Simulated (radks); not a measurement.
Results of a calculation; reference values are marked as such.
Q: The zinc ion Zn6+ is in [Ar] 3d(3/2: 4, 5/2: 2). Code: a radial shooting solver on a logarithmic mesh with Libxc functionals. Model: Dirac Kohn-Sham, PBE, spin-unpolarised, spherical densities, finite nucleus; Fermi nuclear charge, rms radius of each element as measured or else 0.836 A^(1/3) + 0.57 fm. Sub-shells are occupied by j as written (lower j first in brackets). One electron is removed from 3d3/2, 3d5/2, 3p1/2, 3p3/2 in turn, with full relaxation. Which removal costs least, and what does each cost?

A: 3d5/2 139.81 eV; 3d3/2 140.35 eV; 3p3/2 215.39 eV; 3p1/2 218.91 eV. The 3d5/2 electron leaves first.
